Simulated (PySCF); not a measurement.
PySCF input for C3H9OSi, SMILES C(O[SiH]C)C (connectivity only; charge and spin as stated), charge +1, multiplicity 1, PBE0/pcSseg-1. Geometry: r2SCAN-D4/def2-SVP. The spin state was assumed, not searched. The isomer is the one that the SMILES or the coordinates give; other isomers of the formula were not compared. The values are those of a single conformer.

```python
import numpy as np
from pyscf import gto, scf, dft
from pyscf.prop.nmr import rks as nmr

mol = gto.M(
    atom='''
    C     1.05887238    1.84487816   -0.00000000
    C    -0.44329644    1.76824735   -0.00000000
    O    -0.94965674    0.40162087    0.00000000
    Si   -0.56394620   -1.13245708    0.00000000
    C     1.11079901   -1.84813968   -0.00000000
    H     1.35761015    2.90432599    0.00000001
    H     1.49443123    1.38593457   -0.90183744
    H     1.49443123    1.38593457    0.90183744
    H    -0.89385624    2.23160277    0.89000219
    H    -0.89385624    2.23160276   -0.89000219
    H    -1.76790222   -1.98015419    0.00000000
    H     1.21418752   -2.50396349   -0.88453545
    H     1.91501818   -1.09980228    0.00000000
    H     1.21418752   -2.50396350    0.88453546
    ''',
    basis='pcSseg-1',
    charge=1,
    spin=0,
    max_memory=1600,
    verbose=3,
)
mf = dft.RKS(mol, xc='pbe0')
mf.grids.level = 3
mf.conv_tol = 1e-10
mf.max_cycle = 100
mf.kernel()
n = nmr.NMR(mf)
n.verbose = 2
n.max_cycle_cphf = 60
sigma = n.kernel()
print('atom   isotropic/ppm   span/ppm')
for i, s in enumerate(sigma):
    w = np.linalg.eigvalsh((s + s.T) / 2)
    print(f'{mol.atom_symbol(i):2s}{i + 1:3d} {w.mean():14.3f} {w[2] - w[0]:11.3f}')
```

Output:

```
converged SCF energy = -483.816593202088
atom   isotropic/ppm   span/ppm
C   1        163.866      31.241
C   2        100.922      99.940
O   3         93.112     342.394
Si  4        201.157     270.540
C   5        173.841      48.950
H   6         29.060      11.237
H   7         29.471       7.427
H   8         29.471       7.427
H   9         26.061       9.226
H  10         26.061       9.226
H  11         24.712      10.455
H  12         29.202      10.588
H  13         29.289      11.282
H  14         29.202      10.588
```

Self-consistency was reached.

Cost: very roughly 40 core-seconds.
